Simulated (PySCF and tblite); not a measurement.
C7H17GeNO, numbered as in [CH3:1][O:2][C@H:3]1[CH2:4][C@@H:5]([N:6]([CH3:7])[CH3:8])[C@@H:9]1[GeH3:10].

The ensemble was built from 200 distance-geometry starts (ETKDG and KDG, UFF, GFN2-xTB) and rests on GFN2-xTB geometries. Energies: PBE0-D3(BJ)/6-31G*, with GFN2-xTB thermal terms (modes under about 100 cm⁻¹ blended into free rotors). Symmetry numbers and mirror images are counted. Conformers within 2.5 kcal/mol (GFN2-xTB free energy) were kept, 4 at most. GIAO shieldings: PBE0/6-31G*. Shifts are against TMS (¹H), TMS (¹³C), NH3 (¹⁵N) at the same level; of two unlike H on one atom, a is the less shielded. Programs: PySCF with density fitting and tblite.

(1) Predict the averaged NMR shifts at 298.15 K.

(2) How do the conformers differ?

Spin–orbit effects of the heavy atoms on shieldings are missing. Unscaled ¹⁵N shifts at such levels can be off by tens of ppm; differences between conformers or isomers are more reliable. Shifts are unscaled: against experiment ¹³C can be off by 15 ppm or more and ¹H by 0.8 ppm. For its torsions the set is small; conformers may be missing.

Results:

(1) ¹H: 3.70 (H10, 3H), 3.70 (H3, 1H), 3.36 (H1, 3H), 2.54 (H4a, 1H), 2.25 (H5, 1H), 2.08 (H7/H8, 6H), 2.04 (H4b, 1H), 1.91 (H9, 1H) ppm. ¹³C: 70.0 (C3), 55.7 (C5), 54.1 (C1), 41.2 (C7/C8), 36.4 (C4), 30.7 (C9) ppm. ¹⁵N: 40.1 (N6) ppm.

(2) Torsions listed: C1–O2–C3–C4, C4–C5–N6–C7. The 4-ring runs over atoms 3–4–5–9.
```json
{"conformer": "1", "shape": "4-ring puckered (ring torsions -15, 14, -15, 15°); -175°, 168°", "weight %": "55.7"}
{"conformer": "2", "shape": "4-ring puckered (ring torsions -16, 16, -16, 16°); 76°, 166°", "weight %": "40.4"}
{"conformer": "3", "shape": "4-ring puckered (ring torsions -16, 16, -16, 16°); -175°, -172°", "weight %": "2.3"}
{"conformer": "4", "shape": "4-ring puckered (ring torsions -16, 16, -16, 16°); -44°, 167°", "weight %": "1.6"}
```

| signal | 1 | 2 | 3 | 4 | average |
| --- | --- | --- | --- | --- | --- |
| H1 | 3.38 | 3.33 | 3.32 | 3.35 | 3.36 |
| H3 | 3.73 | 3.63 | 3.60 | 4.32 | 3.70 |
| H4a | 2.57 | 2.52 | 2.52 | 2.25 | 2.54 |
| H4b | 2.15 | 1.87 | 2.23 | 2.36 | 2.04 |
| H5 | 2.21 | 2.28 | 3.11 | 2.16 | 2.25 |
| H7/H8 | 2.07 | 2.08 | 2.24 | 2.08 | 2.08 |
| H9 | 1.82 | 2.03 | 1.84 | 2.26 | 1.91 |
| H10 | 3.71 | 3.69 | 3.75 | 3.67 | 3.70 |
| C1 | 54.2 | 54.2 | 54.3 | 48.1 | 54.1 |
| C3 | 70.3 | 69.6 | 70.6 | 67.7 | 70.0 |
| C4 | 36.5 | 36.6 | 35.0 | 32.0 | 36.4 |
| C5 | 55.3 | 56.2 | 57.7 | 55.8 | 55.7 |
| C7/C8 | 41.2 | 41.3 | 40.0 | 41.4 | 41.2 |
| C9 | 30.6 | 31.6 | 21.4 | 26.6 | 30.7 |
| N6 | 40.7 | 40.1 | 25.8 | 39.7 | 40.1 |


¹⁵N shifts are against a computed isolated NH3 molecule, about 20 ppm from the liquid.